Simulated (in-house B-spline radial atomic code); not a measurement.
Cu⁶⁺. Computed with a B-spline radial atomic code. Model: all-electron spherical atom, spin shells full or empty, radial basis limit, no spin-orbit coupling: exact exchange with a local potential (Slater, KLI or optimised effective potential, whose far tail is KLI's), no correlation.

Exchange potential has not reached -1/r at the last radius.

The run also made RPA and GW results, which its time includes.

The Slater potential averages the orbital exchange potentials with the orbital densities as weights, KLI adds orbital constants, and the optimised effective potential minimises the exact-exchange energy among local potentials. So their energies lie above Hartree-Fock in the order OEP, KLI, Slater. All fall off as −1/r, unlike LDA and GGA exchange.

Command:
```bash
python run_gw.py task.json out
```
Settings (lengths in bohr, energies in hartree):
```
Z                      29
electrons              23
configuration          [Ar] 3d5
hamiltonian            nr
method                 oep
lmax                   9
spin_polarised         True
box_radius             9.29
intervals              69
```

Run time, properties included: 2.3 s on 1 thread of Intel(R) Xeon(R) 6975P-C (Granite Rapids) (shared host).

Given: hamiltonian non-relativistic; mean-field start exchange-only OEP.

Computed: energy above Hartree-Fock 6.0971 millihartree; virial ratio -E/T less 1 0.

| radius (bohr) | r times exchange potential up (hartree bohr) | r times exchange potential down (hartree bohr) |
| --- | --- | --- |
| 0.00172 | -0.040652 | -0.040838 |
| 0.0021 | -0.049591 | -0.049818 |
| 0.00256 | -0.060378 | -0.060655 |
| 0.00311 | -0.073219 | -0.073555 |
| 0.00379 | -0.088987 | -0.089396 |
| 0.00461 | -0.10782 | -0.10832 |
| 0.00562 | -0.13071 | -0.13131 |
| 0.00684 | -0.1578 | -0.15853 |
| 0.00833 | -0.18997 | -0.19086 |
| 0.0101 | -0.22673 | -0.22781 |
| 0.0123 | -0.26998 | -0.27129 |
| 0.015 | -0.31913 | -0.32073 |
| 0.0183 | -0.37304 | -0.37497 |
| 0.0223 | -0.42915 | -0.4315 |
| 0.0271 | -0.48339 | -0.48626 |
| 0.033 | -0.53144 | -0.53494 |
| 0.0402 | -0.56426 | -0.56867 |
| 0.0489 | -0.57088 | -0.57662 |
| 0.0596 | -0.54473 | -0.55254 |
| 0.0726 | -0.51266 | -0.52353 |
| 0.0883 | -0.55312 | -0.56664 |
| 0.108 | -0.69244 | -0.70698 |
| 0.131 | ? | ? |
| 0.159 | -0.95939 | -0.97557 |
| 0.194 | ? | ? |
| 0.236 | -1.0211 | -1.0525 |
| 0.288 | -0.92152 | -0.93017 |
| 0.35 | -0.91481 | -0.71173 |
| 0.427 | -1.1753 | -0.86702 |
| 0.519 | -1.4367 | -1.1559 |
| 0.632 | -1.6104 | -1.3108 |
| 0.77 | -1.6765 | -1.3815 |
| 0.937 | -1.6249 | -1.3778 |
| 1.14 | -1.4905 | -1.3196 |
| 1.39 | -1.3328 | -1.2398 |
| 1.69 | -1.2076 | -1.1688 |
| 2.06 | -1.1277 | -1.1029 |

**Question.** What belongs in the row 0.131?

**Answer.** r times exchange potential up (hartree bohr): -0.84138; r times exchange potential down (hartree bohr): -0.85677.

**Question.** What belongs in the row 0.194?

**Answer.** r times exchange potential up (hartree bohr): -1.0301; r times exchange potential down (hartree bohr): -1.0498.

```json
{"occupied": "1s up", "level (hartree)": "-326.73", "Hartree-Fock level (hartree)": "-333.6"}
{"occupied": "1s down", "level (hartree)": "-326.85", "Hartree-Fock level (hartree)": "-333.6"}
{"occupied": "2s up", "level (hartree)": "-43.697", "Hartree-Fock level (hartree)": "-45.879"}
{"occupied": "2s down", "level (hartree)": "-43.661", "Hartree-Fock level (hartree)": "-45.603"}
{"occupied": "2p up", "level (hartree)": "-38.918", "Hartree-Fock level (hartree)": "-40.661"}
{"occupied": "2p down", "level (hartree)": "?", "Hartree-Fock level (hartree)": "?"}
{"occupied": "3s up", "level (hartree)": "?", "Hartree-Fock level (hartree)": "?"}
{"occupied": "3s down", "level (hartree)": "-8.9002", "Hartree-Fock level (hartree)": "-9.2198"}
{"occupied": "3p up", "level (hartree)": "-7.7649", "Hartree-Fock level (hartree)": "-8.0961"}
{"occupied": "3p down", "level (hartree)": "-7.384", "Hartree-Fock level (hartree)": "-7.3838"}
{"occupied": "3d up", "level (hartree)": "-5.1957", "Hartree-Fock level (hartree)": "-5.1953"}
```

**Question.** What belongs in the row 2p down?

**Answer.** level (hartree): -38.933; Hartree-Fock level (hartree): -40.395.

**Question.** What belongs in the row 3s up?

**Answer.** level (hartree): -9.2851; Hartree-Fock level (hartree): -9.8073.

```json
{"empty": "3d down", "level (hartree)": "-4.8217"}
{"empty": "4s up", "level (hartree)": "-3.3461"}
{"empty": "4s down", "level (hartree)": "-3.2653"}
{"empty": "4p up", "level (hartree)": "?"}
{"empty": "4p down", "level (hartree)": "-2.8289"}
{"empty": "4d up", "level (hartree)": "?"}
{"empty": "4d down", "level (hartree)": "-2.1463"}
{"empty": "5s up", "level (hartree)": "-1.7544"}
{"empty": "5s down", "level (hartree)": "-1.7264"}
```

**Question.** What belongs in the row 4p up?

**Answer.** level (hartree): -2.9001.

**Question.** What belongs in the row 4d up?

**Answer.** level (hartree): -2.2043.

The highest level, 3d up, differs from Hartree-Fock by -0.01 eV and the deepest, 1s down, by +184 eV: a local potential can match the highest level but can't give each shell its own exchange.
